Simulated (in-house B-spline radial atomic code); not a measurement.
How numerical settings move a run on F⁷⁺, 1s2. Computed with an all-electron radial atomic-structure program (B-spline basis): non-relativistic BP86, spherical fractional occupations, point nucleus.

Command:
```bash
python run_scf.py task.json out
```
Settings of the sound reference run:
```
Z                9
electrons        2
configuration    1s2
hamiltonian      nr
method           b88,p86
spin_polarised   False
knot_spacing     0.22
spline_order     8
gauss_points     12
box_radius       7.79
max_iterations   70
damping          0.5
damped_steps     3
diis_vectors     10
tolerance        1e-08
start            Thomas-Fermi
```

Time taken, with all properties: 0.21 s on 1 thread of Arm Neoverse N1 (shared host).

It converges in 7 iterations to -75.524537 hartree, with 1s at -900.458 eV. The other runs change the listed settings, some to values that make no sense; their results aren't properties of the atom or ion. Radii are in bohr (the nuclear one in fm), a minus after a letter asks for a j subshell, and «unchanged» means within 1e-8 hartree. The run stops when the residual is below 10 × tolerance × max(1, Z/10), or a noise floor if that is larger, and the energy moves by less than 1e-8 × √|E| hartree; so very loose and very tight tolerances often act alike.

```tsv
changed settings	outcome
box_radius = 0.47	converged in 6 iterations, energy +2.40e+00 hartree from the reference, 1s level +4.4e+01 eV (the program warns: 1s reaches the box edge)
spline_order = 3, first_knot = 0.00111, max_iterations = 50, diis_vectors = 20, start = bare nucleus	converged in 6 iterations, energy +1.08e-03 hartree from the reference, 1s level +1.1e-02 eV
electrons = 3, configuration = 1s3, max_iterations = 50	stopped with error: shell 1s holds at most 2 electrons
box_radius = 1.17	converged in 7 iterations, energy +1.48e-04 hartree from the reference, 1s level +5.5e-03 eV (the program warns: 1s reaches the box edge)
box_radius = 1.56	converged in 7 iterations, energy +4.41e-07 hartree from the reference, 1s level +2.1e-05 eV
box_radius = 31.16	converged in 7 iterations, energy unchanged
spline_order = 3	converged in 7 iterations, energy +1.08e-03 hartree from the reference, 1s level +1.1e-02 eV
spline_order = 4	converged in 7 iterations, energy +1.31e-05 hartree from the reference, 1s level +1.3e-04 eV
spline_order = 5	converged in 7 iterations, energy +3.13e-07 hartree from the reference, 1s level +2.9e-06 eV
diis_vectors = 0	converged in 19 iterations, energy unchanged, 1s level +1.3e-06 eV
spline_order = 6	converged in 7 iterations, energy +1.25e-08 hartree from the reference
box_radius = 0.78, max_iterations = 8, damping = 0, tolerance = 1e-13	converged in 6 iterations, energy +3.93e-02 hartree from the reference, 1s level +1.0e+00 eV (the program warns: 1s reaches the box edge)
hamiltonian = dirac, method = hf, nucleus = fermi, rms_radius = 2.8976, mass_number = 19, atomic_mass = 18.9984, speed_of_light = 4.494781	stopped with error: Z/c is past the critical charge
```

(1) What happens with diis_vectors = 1?

(2) What happens with first_knot = 0.333, max_iterations = 50, damped_steps = 30, tolerance = 1e-10?

(3) What happens with electrons = 3, configuration = 1s2 1p1, max_iterations = 75?

(4) What happens with max_iterations = 12, start = bare nucleus?

## Answers

(1) Converged in 8 iterations, energy unchanged, 1s level +1.8e-06 eV.

(2) Converged in 26 iterations, energy +2.46e-04 hartree from the reference, 1s level +5.5e-03 eV.

(3) Stopped with error: there is no 1p shell.

(4) Converged in 6 iterations, energy unchanged, 1s level +8.5e-07 eV.
